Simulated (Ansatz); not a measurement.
A geometry relaxed with Ansatz (an electronic-structure program) with B3LYP-D3(BJ)/def2-TZVP, charge 0, multiplicity 1:

```xyz
10

Si     0.8238     0.6397     0.3318
H     -2.7959    -0.2122    -0.5958
C     -1.7190    -0.2793    -0.4888
C     -1.0056     0.6857     0.0945
H      1.4039     1.9433     0.7044
H     -1.5332     1.5652     0.4563
H      1.4082    -1.7248    -0.0792
H      2.8725    -0.6967     0.2989
H     -1.2547    -1.1755    -0.8848
C      1.8000    -0.7454     0.1627
```

Write the SMILES of this molecule.

`C=C[SiH]=C`
